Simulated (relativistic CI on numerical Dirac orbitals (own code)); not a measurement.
How well does a small relativistic CI reproduce Ar3+?

Computed by Dirac-Coulomb-Breit CI, orbitals from a KLI potential per configuration, QED by a radiative potential, valence Slater integrals scaled by 0.85, P86 correlation energy added to each configuration (own radial code, finite nucleus).

Configurations in the expansion (outside the closed core [Ne]): 3s2 3p3, 3s 3p4, 3s2 3p2 3d, 3p5, 3s 3p3 3d, 3s2 3p2 4s, 3s2 3p2 4p, 3s2 3p2 4d, 3p4 3d, 3s2 3p 3d 4p, 3s2 3p2 5s, 3s2 3p2 4f, 3s2 3p2 5p, 3s 3p3 4s, 3s 3p2 3d2, 3p4 4s, 3s2 3p 4s 4p, 3s2 3p2 5d, 3s2 3p2 6s, 3s2 3p2 5f, 3s2 3p2 5g, 3p4 4p, 3s2 3p2 6p, 3s 3p3 4p, 3s 3p2 3d 4s, 3s2 3p2 6d, 3s 3p2 4s2, 3s 3p3 4d, 3s 3p3 5s, 3s 3p3 4f, 3s2 3p 3d2, 3s2 3d3, 3s 3p 3d3, 3s2 3d2 4s, 3s2 3d2 4p, 3s2 3d2 4d, 3p3 3d2, 3p2 3d3, 3p2 3d2 4s, 3p2 3d2 4p, 3p2 3d2 4d, 3s2 3p 3d 4s, 3s 3p 3d2 4s, 3s2 3d 4s2, 3s2 3d 4s 4p, 3s2 3d 4s 4d, 3s2 3p 4s2, 3s 3p 3d 4s2, 3s2 4s2 4p, 3s2 4s2 4d, 3s2 3p 4p2, 3s2 3d 4p2, 3s 3p 3d 4p2, 3s2 4s 4p2, 3s2 4p3, 3s2 4p2 4d, 3s 3p2 3d 4p, 3s 3p 3d2 4p, 3s 3p 3d 4s 4p, 3s 3p 3d 4p 4d. Double excitations out of closed p, d and f shells are left out; levels of such configurations are missing from the list, as are those of other unlisted configurations, and high levels can miss mixing partners. These lack a partner that the ground configuration has and come out too high: 3s2 3p2 5s, 3s2 3p2 4f, 3s2 3p2 5p, 3s2 3p2 5d, 3s2 3p2 6s.

| Configuration | Term (tabulated) | J | Measured (cm⁻¹) | Computed | Error | Purity (%) |
| --- | --- | --- | --- | --- | --- | --- |
| 3s2 3p3 | 4S° | 3/2 | 0.0 | 0 | 0 | 96 |
| 3s2 3p3 | 2D° | 3/2 | 21090.6 | 20918 | -173 | 95 |
| 3s2 3p3 | 2D° | 5/2 | 21219.8 | 21054 | -166 | 96 |
| 3s2 3p3 | 2P° | 1/2 | 34854.6 | 33663 | -1192 | 95 |
| 3s2 3p3 | 2P° | 3/2 | 35032.4 | 33848 | -1184 | 94 |
| 3s 3p4 | 4P | 5/2 | 117563.4 | 121337 | 3773 | 87 |
| 3s 3p4 | 4P | 3/2 | 118515.7 | 122274 | 3758 | 86 |
| 3s 3p4 | 4P | 1/2 | 119043.1 | 122794 | 3751 | 86 |
| 3s 3p4 | 2D | 3/2 | 145921.2 | 149387 | 3466 | 73 |
| 3s 3p4 | 2D | 5/2 | 145999.4 | 149466 | 3466 | 73 |
| 3s2 3p2 3d | 2P | 3/2 | 166356.4 | 170346 | 3990 | 61 |
| 3s2 3p2 3d | 2P | 1/2 | 167444.6 | 171404 | 3959 | 60 |
| 3s 3p4 | 2S | 1/2 | 177832.5 | 178876 | 1044 | 76 |
| 3s2 3p2 3d | 4F | 3/2 | 180682.5 | 185050 | 4367 | 96 |
| 3s2 3p2 3d | 4F | 5/2 | 181031.8 | 185387 | 4356 | 96 |
| 3s2 3p2 3d | 4F | 7/2 | 181533.3 | 185876 | 4343 | 96 |
| 3s2 3p2 3d | 4F | 9/2 | 182195.6 | 186527 | 4331 | 97 |
| 3s2 3p2 3d | 4D | 1/2 | 187290.4 | 190653 | 3362 | 96 |
| 3s2 3p2 3d | 4D † | 3/2 | 187397.5 | 190757 | 3359 | 96 |
| 3s2 3p2 3d | 4D † | 5/2 | 187821.3 | 190835 | 3013 | 88 |
| 3s2 3p2 3d | 4D † | 7/2 | 188824.5 | 190965 | 2141 | 84 |
| 3s2 3p2 3d | 2G | 7/2 | 207760.7 | 212286 | 4525 | 97 |
| 3s2 3p2 3d | 2G | 9/2 | 207859.3 | 212360 | 4501 | 97 |
| 3s2 3p2 3d | 4P | 5/2 | 220786.8 | 222170 | 1383 | 84 |
| 3s2 3p2 3d | 4P | 3/2 | 221300.9 | 222692 | 1391 | 81 |
| 3s2 3p2 3d | 4P | 1/2 | 221627.4 | 223022 | 1395 | 84 |
| 3s2 3p2 3d | 2D | 3/2 | 224754.4 | 226994 | 2239 | 92 |
| 3s2 3p2 3d | 2D | 5/2 | 226142.8 | 228357 | 2214 | 92 |
| 3s2 3p2 3d | 2D | 5/2 | 238674.0 | 239558 | 884 | 78 |
| 3s2 3p2 3d | 2D | 3/2 | 239050.0 | 239885 | 835 | 77 |
| 3s2 3p2 4s | 4P | 1/2 | 250215.2 | 251496 | 1280 | 95 |
| 3s2 3p2 4s | 4P | 3/2 | 250902.2 | 252181 | 1279 | 95 |
| 3s2 3p2 4s | 4P | 5/2 | 251967.4 | 253241 | 1273 | 95 |
| 3s2 3p2 4s | 2P | 1/2 | 256087.8 | 257417 | 1330 | 95 |
| 3s2 3p2 4s | 2P | 3/2 | 257343.6 | 258675 | 1332 | 94 |
| 3s2 3p2 4s | 2D | 5/2 | 267741.3 | 269220 | 1479 | 95 |
| 3s2 3p2 4s | 2D | 3/2 | 267762.0 | 269244 | 1482 | 95 |
| 3s2 3p2 4p | 4D° | 1/2 | 285956.2 | 287119 | 1163 | 91 |
| 3s2 3p2 4p | 4D° | 3/2 | 286224.5 | 287499 | 1274 | 90 |
| 3s2 3p2 4p | 4D° | 5/2 | 286747.8 | 288123 | 1376 | 87 |
| 3s2 3p2 4p | 4D° | 7/2 | 287550.8 | 288941 | 1390 | 82 |
| 3s2 3p2 4p | 4P° | 1/2 | 289122.3 | 290712 | 1590 | 94 |
| 3s2 3p2 4p | 4P° | 3/2 | 289233.9 | 290862 | 1628 | 84 |
| 3s2 3p2 4p | 4P° | 5/2 | 289830.5 | 291507 | 1676 | 81 |
| 3s2 3p2 4p | 2D° | 3/2 | 290251.5 | 292346 | 2095 | 91 |
| 3s2 3p2 4p | 2D° | 5/2 | 291663.1 | 293704 | 2041 | 85 |
| 3s2 3p2 4p | 4S° | 3/2 | 291744.0 | 293785 | 2041 | 90 |
| 3s2 3p2 4p | 2P° | 1/2 | 295670.2 | 297454 | 1784 | 94 |
| 3s2 3p2 4p | 2P° | 3/2 | 295802.2 | 297565 | 1763 | 94 |
| 3s2 3p2 4p | 2F° | 5/2 | 303665.4 | 305766 | 2101 | 94 |
| 3s2 3p2 4p | 2F° | 7/2 | 303989.1 | 306078 | 2089 | 95 |

Measured levels from Saloman, J. Phys. Chem. Ref. Data 39, 033101 (2010); pairs were made by configuration, J and term (by order where the table uses no LS term), so strongly mixed levels may be paired wrongly.

Mean error by configuration (cm⁻¹): 3s2 3p3 -679; 3s 3p4 3210; 3s2 3p2 3d 3005; 3s2 3p2 4s 1351; 3s2 3p2 4p 1715. Over the excited levels the mean absolute error is 2202 cm⁻¹ (50 of the 54 excited levels that our extract of the source holds in range could be paired, and the others can miss by more), and the median relative error of those above 1,000 cm⁻¹ is 0.69 %. † marks terms whose computed intervals miss the measured ones by more than a factor of 2.5, or configurations far off the rest, from wrong mixing, a near crossing or a doubtful label or measurement; they are left out of the means.
